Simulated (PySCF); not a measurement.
Computed shifts of a molecule C₄H₄F₂, PySCF with B3LYP/pcSseg-1, GIAO, gas phase, atoms alike by connectivity averaged where their shifts nearly agree, in ppm (number of nuclei): ¹³C: 112.7 (1), 93.1 (1), 78.6 (1), 6.3 (1). ¹⁹F: -127.8 (2). ¹H: 6.59 (1), 2.33 (3). References: ¹³C against TMS (σ = 181.3 ppm); ¹⁹F against CFCl3 (σ = 161.7 ppm); ¹H against TMS (σ = 31.68 ppm), references at their B3LYP-D3(BJ)/def2-TZVP geometries, non-relativistic. Geometry: r2SCAN-D4/def2-SVP. The values are those of a single conformer.

Problem. Which structure fits?
A) CC(F)=C=CF
B) FC1=C(F)CC1
C) CC#CC(F)F
D) FC1=C[C@@H](F)C1

Solution. C, CC#CC(F)F
